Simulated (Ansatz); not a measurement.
Frontier orbitals of AlClH$_{4}$OSi (`[OH][Al]([SiH3])[Cl]`).

```xyz
8

O     1.9658   -0.1633    0.9786
Al    0.6035   -0.7316    0.1612
Si   -1.1570    0.8399   -0.4297
Cl    0.4841   -2.7792   -0.3073
H     2.6988   -0.7135    1.2521
H    -0.6081    1.9452   -1.2622
H    -2.2410    0.1656   -1.1929
H    -1.7461    1.4369    0.8003
```

The species carries charge 0 and has multiplicity 1. The geometry is a stationary point of PBE0-D4/def2-TZVP. It is one conformer, not always the lowest. Basis def2-TZVPP, Ansatz 0.2.0.

```
functional  HOMO (eV)  LUMO (eV)
   r2SCAN0      -8.37      -1.20
```

(1) Give HOMO and LUMO (eV) with LDA (SPW92), PBE, revPBE, BLYP, r2SCAN, B97M-V, PBE0, B3LYP, r2SCANh, HSE06 (plane-wave form), BHLYP, CAM-B3LYP, LC-ωPBE, ωB97X-V, ωB97M-V, HF. (Estimate.)

Answers

(1) Ansatz gave: 
| functional | HOMO | LUMO |
| --- | --- | --- |
| LDA (SPW92) | -7.19 | -2.27 |
| PBE | -7.08 | -2.07 |
| revPBE | -7.04 | -1.98 |
| BLYP | -6.93 | -1.91 |
| r2SCAN | -7.34 | -1.86 |
| B97M-V | -7.40 | -2.03 |
| PBE0 | -8.22 | -1.32 |
| B3LYP | -8.01 | -1.49 |
| r2SCANh | -7.75 | -1.59 |
| HSE06 (plane-wave form) | -7.82 | -1.69 |
| BHLYP | -9.23 | -0.50 |
| CAM-B3LYP | -9.49 | -0.31 |
| LC-ωPBE | -10.80 | 0.73 |
| ωB97X-V | -10.48 | 0.63 |
| ωB97M-V | -10.22 | 0.38 |
| HF | -10.79 | 1.52 |

B3LYP here is the variant with VWN-RPA as its local correlation; programs differ in this. LC-ωPBE has ω = 0.4 bohr⁻¹. Positive LUMOs are unbound and depend on the basis.
